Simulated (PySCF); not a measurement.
## A survey of ¹⁹F NMR shifts

PySCF 2.14 calculation with GIAO PBE0/pcSseg-1 shieldings and GFN2-xTB geometry; no relativistic terms, in vacuum, one conformer, equivalent nuclei averaged.

Shieldings were converted by a linear fit to measured shifts: ¹⁹F: δ = 146.13 − 0.903σ +14.6 on sp3 carbon (rms 6.0 ppm, 223 shifts, 7.0 ppm with the 5 outliers that the fit left out vs CFCl3, solution or neat liquid). A few per cent of atoms miss by over 2 rms, more outside the fitted compound classes.

**Question.** Give the ¹⁹F shifts of `Cc1c(F)cc(C(F)(F)F)p1C`.

**Answer.** 
```json
{"compound": "[CH3:1][c:2]1[c:3]([F:4])[cH:5][c:6]([C:7]([F:8])([F:9])[F:10])[p:11]1[CH3:12]", "environment": "F8/9/10: fluorine of a CF3 group (×3)", "δ (ppm)": "-56.8"}
{"compound": "[CH3:1][c:2]1[c:3]([F:4])[cH:5][c:6]([C:7]([F:8])([F:9])[F:10])[p:11]1[CH3:12]", "environment": "F4: fluorine on an unsaturated ring", "δ (ppm)": "-116.0"}
```

**Question.** Match the shifts -61.4, -161.7, -212.2 ppm to `C#C[Si@@H](O)O/C=C\F`, `CC#CC[C@H](F)[SiH2]N(C)C`, `FC(F)(F)c1cnn([SiH3])n1`.

**Answer.** -61.4: FC(F)(F)c1cnn([SiH3])n1 (fluorine of a CF3 group); -161.7: C#C[Si@@H](O)O/C=C\F (vinylic fluorine); -212.2: CC#CC[C@H](F)[SiH2]N(C)C (fluorine on an sp3 carbon).
